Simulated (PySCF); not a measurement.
Compound: C8H14N2.
Atom-mapped SMILES: `[CH2:1]=[CH:2][CH2:3][NH:4]/[N:5]=[C:6](/[CH3:7])[CH:8]1[CH2:9][CH2:10]1`

NICS = −σ at a ghost point: NICS(0) at the centroid of the ring atoms, NICS(1) 1 Å to either side along the normal of their mean plane, zz for the tensor component along that normal. Level: GIAO PBE0/pcSseg-1 (PySCF, non-relativistic, gas phase) on the GFN2-xTB geometry, one conformer.

Ring bond lengths (Å), with Mayer bond orders in brackets: C8–C9 1.507 (0.93), C9–C10 1.498 (0.98), C10–C8 1.497 (0.97).

Question: What do the NICS probes read (ppm)?

Answer: 
```tsv
ring	type	NICS(0)	NICS(1), two faces	NICS(1)zz, two faces	rms pucker (Å)	centre to ring atoms, mean (Å)
C8–C9–C10	3-membered carbocycle; formal bonds all single	-43.5	-8.8 / -8.5	-20.8 / -23.1	0.00	0.87
```

Question: What do they say, and how far can they be read as aromaticity?

Answer: 
- C8–C9–C10: mean NICS(1)zz -21.9 ppm, shielded. C8, C9, C10 have four or more neighbours, so the value isn't read as a sign of a π ring current. NICS(0) lies 35 ppm below the mean NICS(1).

Question: Give the inner angles of the rings and the Hirshfeld charges of the ring atoms.

Answer: 
- C8–C9–C10: C8 59.8° (-0.046 e), C9 59.8° (-0.090 e), C10 60.4° (-0.085 e); sum 180.0° against 180° for a flat convex ring.

Question: How shielded are the nuclei of the rings and their hydrogens (means over atoms taken as equivalent)?

Answer: 
```json
{"atoms": "C8", "environment": "three-membered-ring carbon", "σ isotropic (ppm)": "175.3"}
{"atoms": "C9 (×2)", "environment": "three-membered-ring carbon", "σ isotropic (ppm)": "181.5"}
{"atoms": "H on C8", "environment": "methine hydrogen", "σ isotropic (ppm)": "30.64"}
{"atoms": "H on C9 (×2)", "environment": "methylene hydrogen", "σ isotropic (ppm)": "31.38"}
{"atoms": "H on C9 (×2)", "environment": "methylene hydrogen", "σ isotropic (ppm)": "31.07"}
```

Conformer computed: `[CH2:1]=[CH:2][CH2:3][NH:4]/[N:5]=[C:6](/[CH3:7])[CH:8]1[CH2:9][CH2:10]1`: C1–C2–C3–N4 132°, C2–C3–N4–N5 156°, C3–N4–N5–C6 160°, N5–C6–C8–C9 -74°.
